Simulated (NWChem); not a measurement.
System: Si2H5, doublet; SMILES [SiH2][SiH3]

Excerpt of the output:

```
             Northwest Computational Chemistry Package (NWChem) 7.3.0
             --------------------------------------------------------

 CS  symmetry detected

                             Geometry "geometry" -> ""
                             -------------------------

 Output coordinates in angstroms (scale by  1.889725989 to convert to a.u.)

  No.       Tag          Charge          X              Y              Z
 ---- ---------------- ---------- -------------- -------------- --------------
    1 Si                  14.0000     0.06366985    -1.20994303     0.00000000
    2 Si                  14.0000     0.00708122     1.12195707     0.00000000
    3 H                    1.0000    -0.51344340    -1.84237917     1.22674313
    4 H                    1.0000    -0.51344340    -1.84237917    -1.22674313
    5 H                    1.0000     0.71289676     1.62624368    -1.21720565
    6 H                    1.0000     0.71289676     1.62624368     1.21720565
    7 H                    1.0000    -1.38942171     1.66407440     0.00000000

 Effective nuclear repulsion energy (a.u.)      82.4588909796

      Symmetry information
      --------------------

 Group name             Cs
 Group number              2
 Group order               2
 No. of unique centers     5

                                 NWChem DFT Module
                                 -----------------

 Summary of "ao basis" -> "ao basis" (spherical)
 ------------------------------------------------------------------------------
       Tag                 Description            Shells   Functions and Types
 ---------------- ------------------------------  ------  ---------------------
 Si                       aug-cc-pvdz               11       27   5s4p2d
 H                        aug-cc-pvdz                5        9   3s2p

      Symmetry analysis of basis
      --------------------------

        a'         63
        a"         36

            General Information
            -------------------
          SCF calculation type: DFT
          Wavefunction type:  spin polarized.
          No. of atoms     :     7
          No. of electrons :    33
           Alpha electrons :    17
            Beta electrons :    16
          Charge           :     0
          Spin multiplicity:     2
          Use of symmetry is: on ; symmetry adaption is: on
          Maximum number of iterations: 150
          AO basis - number of functions:    99
                     number of shells:    47
          Convergence on energy requested:  1.00D-06
          Convergence on density requested:  1.00D-05
          Convergence on gradient requested:  5.00D-04

              XC Information
              --------------
                         PBE0 Method XC Functional
                     Hartree-Fock (Exact) Exchange  0.250
          PerdewBurkeErnzerhof Exchange Functional  0.750
            Perdew 1991 LDA Correlation Functional  1.000 local
           PerdewBurkeErnz. Correlation Functional  1.000 non-local

             Grid Information
             ----------------
          Grid used for XC integration:  medium
          Radial quadrature: Mura-Knowles
          Angular quadrature: Lebedev.
          Tag              B.-S. Rad. Rad. Pts. Rad. Cut. Ang. Pts.
          ---              ---------- --------- --------- ---------
          Si                  1.10       88          15.0       590
          H                   0.35       45          15.0       434
          Grid pruning is: on
          Number of quadrature shells:   311
          Spatial weights used:  Erf1

      Superposition of Atomic Density Guess
      -------------------------------------

 Sum of atomic energies:        -580.16867696

      Non-variational initial energy
      ------------------------------

 Total energy =    -580.620412
 1-e energy   =    -967.315942
 2-e energy   =     304.236640
 HOMO         =      -0.144612
 LUMO         =       0.027645

   Symmetry analysis of molecular orbitals - initial alpha
   -------------------------------------------------------

  Numbering of irreducible representations:

     1 a'          2 a"

  Orbital symmetries:

     1 a'          2 a'          3 a'          4 a'          5 a"
     6 a'          7 a'          8 a"          9 a'         10 a'
    11 a'         12 a'         13 a"         14 a'         15 a"
    16 a'         17 a'         18 a'         19 a'         20 a"
    21 a'         22 a"         23 a'         24 a"         25 a'
    26 a'         27 a"

   Symmetry analysis of molecular orbitals - initial beta
   ------------------------------------------------------

  Numbering of irreducible representations:

     1 a'          2 a"

  Orbital symmetries:

     1 a'          2 a'          3 a'          4 a'          5 a"
     6 a'          7 a'          8 a"          9 a'         10 a'
    11 a'         12 a'         13 a"         14 a'         15 a"
    16 a'         17 a'         18 a'         19 a'         20 a"
    21 a'         22 a"         23 a'         24 a"         25 a'
    26 a'         27 a"

     ---------------------------------------------
      Total Density - Mulliken Population Analysis
     ---------------------------------------------

    Atom       Charge   Shell Charges
 -----------   ------   -------------------------------------------------------
    1 Si  14    14.14   2.00  2.02  0.82  0.73 -0.03  6.01  1.25  1.21  0.05  0.09 -0.01
    2 Si  14    14.59   2.00  2.02  0.78  0.71 -0.06  6.01  1.39  1.51  0.03  0.14  0.06
    3 H    1     0.90   0.68  0.19  0.01  0.01  0.00
    4 H    1     0.90   0.68  0.19  0.01  0.01  0.00
    5 H    1     0.82   0.69  0.12  0.01  0.01 -0.01
    6 H    1     0.82   0.69  0.12  0.01  0.01 -0.01
    7 H    1     0.84   0.68  0.14  0.01  0.01 -0.00

     --------------------------------------------
      Spin Density - Mulliken Population Analysis
     --------------------------------------------

    Atom       Charge   Shell Charges
 -----------   ------   -------------------------------------------------------
    1 Si  14     0.81  -0.00  0.00  0.03  0.05  0.01 -0.00  0.31  0.38  0.04 -0.00 -0.00
    2 Si  14     0.08  -0.00  0.00  0.00  0.00 -0.00  0.00  0.02  0.01  0.00  0.02  0.02
    3 H    1     0.03   0.01  0.01 -0.00  0.00  0.01
    4 H    1     0.03   0.01  0.01 -0.00  0.00  0.01
    5 H    1     0.00   0.00  0.00 -0.00  0.00  0.00
    6 H    1     0.00   0.00  0.00 -0.00  0.00  0.00
    7 H    1     0.04   0.03  0.01 -0.00  0.00  0.00

   convergence    iter        energy       DeltaE   RMS-Dens  Diis-err
 ---------------- ----- ----------------- --------- --------- ---------
 d= 0,ls=0.0,diis     1   -581.6528829508 -6.64D+02  3.96D-03  3.04D-02
                                                     2.96D-03  2.74D-02
 d= 0,ls=0.0,diis     2   -581.6727907738 -1.99D-02  1.10D-03  3.35D-03
                                                     9.96D-04  3.39D-03
 d= 0,ls=0.0,diis     3   -581.6754406111 -2.65D-03  3.56D-04  8.84D-04
                                                     2.74D-04  7.13D-04
 d= 0,ls=0.0,diis     4   -581.6761254844 -6.85D-04  6.71D-05  8.64D-06
                                                     6.59D-05  8.87D-06
 d= 0,ls=0.0,diis     5   -581.6761414172 -1.59D-05  1.81D-05  1.16D-06
                                                     2.53D-05  1.49D-06
  Resetting Diis
 d= 0,ls=0.0,diis     6   -581.6761436059 -2.19D-06  9.04D-06  1.44D-07
                                                     8.28D-06  9.41D-08
 d= 0,ls=0.0,diis     7   -581.6761438502 -2.44D-07  2.82D-06  1.86D-08
                                                     3.09D-06  2.52D-08

         Total DFT energy =     -581.676143850199
      One electron energy =     -969.224153589502
           Coulomb energy =      348.455658275246
    Exchange-Corr. energy =      -43.366539515526
 Nuclear repulsion energy =       82.458890979582

 Numeric. integr. density =       32.999990538410

                  Occupations of the irreducible representations
                  ----------------------------------------------

                     irrep           alpha         beta
                     --------     --------     --------
                     a'               13.0         12.0
                     a"                4.0          4.0

                    DFT Final Alpha Molecular Orbital Analysis
                    ------------------------------------------

 Vector   15  Occ=1.000000D+00  E=-3.542604D-01  Symmetry=a"
              MO Center=  1.4D-01,  1.4D-01, -3.1D-14, r^2= 4.8D+00
   Bfn.  Coefficient  Atom+Function         Bfn.  Coefficient  Atom+Function
  ----- ------------  ---------------      ----- ------------  ---------------
    41      0.313509  2 Si pz                14     -0.267298  1 Si pz
    38      0.257475  2 Si pz                73     -0.250911  5 H  s
    82      0.250911  6 H  s                 11     -0.219915  1 Si pz
    55     -0.216524  3 H  s                 64      0.216524  4 H  s
    19      0.055033  1 Si d -1              48     -0.053931  2 Si d  1

 Vector   16  Occ=1.000000D+00  E=-3.221015D-01  Symmetry=a'
              MO Center=  3.2D-02, -1.8D-01,  1.0D-14, r^2= 3.4D+00
   Bfn.  Coefficient  Atom+Function         Bfn.  Coefficient  Atom+Function
  ----- ------------  ---------------      ----- ------------  ---------------
    10      0.321057  1 Si py                37     -0.308547  2 Si py
    13      0.218946  1 Si py                40     -0.194493  2 Si py
    55     -0.167211  3 H  s                 64     -0.167211  4 H  s
    73     -0.135885  5 H  s                 82     -0.135885  6 H  s
     9      0.109804  1 Si px                12      0.105404  1 Si px

[...]
```

Level: PBE0/aug-cc-pVDZ, spin-unrestricted. Geometry: optimised at PBE0/def2-SVP, spin-unrestricted. No stability test was run on the SCF state.

Question: Write an input that gives this output.

Answer: Several could match; the one computed here: the input that was run:
```
start job
memory heap 200 mb stack 900 mb global 1100 mb
geometry units angstroms noautoz
  Si     0.118272    -1.223441     0.089336
  Si     0.037146     1.106756     0.021802
  H      1.066328    -1.837982    -0.891213
  H     -1.217679    -1.891084     0.003263
  H     -0.850393     1.595110     1.120812
  H      1.414596     1.648376     0.230105
  H     -0.487566     1.627150    -1.281265
end
basis spherical
  * library aug-cc-pvdz
end
dft
  odft
  mult 2
  xc pbe0
  iterations 150
  mulliken
end
task dft energy
```
